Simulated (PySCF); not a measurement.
**Fractional electron number in Cr (chromium, neutral)**

The 4s alpha orbital of [Ar] 3d5 4s1 is emptied in steps (occupation f), with all orbitals relaxed, ending at [Ar] 3d5. All numbers are calculated (PySCF 2.14, no relativity, point nucleus, in def2-SVP (5s3p2d1f, 31 functions)). The exact energy is a straight line in f; departures are measured from the line between the end points of the same method.

| f | UHF (eV) | LDA (eV) | PBE (eV) |
| --- | --- | --- | --- |
| 1 | 0.000 | 0.000 | 0.000 |
| 0.9 | 0.007 | -0.268 | -0.267 |
| 0.7 | 0.016 | -0.627 | -0.626 |
| 0.5 | 0.019 | -0.748 | -0.749 |
| 0.3 | 0.015 | -0.627 | -0.631 |
| 0.1 | 0.007 | -0.267 | -0.270 |
| 0 | 0.000 | 0.000 | 0.000 |

Task: For LDA, how does the orbital energy at f = 1 compare with the removal energy?

Result: −ε = 4.156 eV against a total-energy difference of 7.126 eV. By Janak's theorem ε = ∂E/∂f, so the gap between them reflects the curvature. Along the path −ε is 4.738 (f = 0.9), 5.923 (f = 0.7), 7.128 (f = 0.5), 8.332 (f = 0.3), 9.510 (f = 0.1) eV.

| method | E(f=0) − E(f=1) (eV) | −ε at f=1 (eV) | −ε at f=0.5 (eV) |
| --- | --- | --- | --- |
| UHF | 5.835 | 5.911 | 5.834 |
| LDA | 7.126 | 4.156 | 7.128 |
| PBE | 6.933 | 3.981 | 6.918 |

Reference removal energy between the ground levels: 6.767 eV (measured; NIST Atomic Spectra Database, ionization energies). UHF lacks correlation.
